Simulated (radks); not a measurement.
Q: The germanium ion Ge3+, [Ar] 3d10 4s1. Calculated with a radial shooting solver on a logarithmic mesh with Libxc functionals: non-relativistic Kohn-Sham, r2SCAN, spin-polarised, spherical densities, point nucleus; meta-GGA in the generalised Kohn-Sham scheme. Every spin shell is full or empty, so the densities are truly spherical. Functionals are evaluated on that one density, not self-consistently. Rank these exchange functionals by their error against the exact value of the orbitals, and give that value: LDA, B88, PBEsol, revPBE, RPBE, AM05, B86b, G96, EV93, TPSS, MS2, Tao-Mo, MVS.

A: Exact: -76.6647 hartree. From best to worst, with 100 (|E| - |E exact|)/|E exact| (equal figures are ties): RPBE -0.01, TPSS +0.07, revPBE -0.09, MVS +0.11, B88 +0.18, B86b +0.19, EV93 +0.28, MS2 -0.29, G96 +0.43, Tao-Mo -0.52, PBEsol -2.53, AM05 -5.21, LDA -5.74.
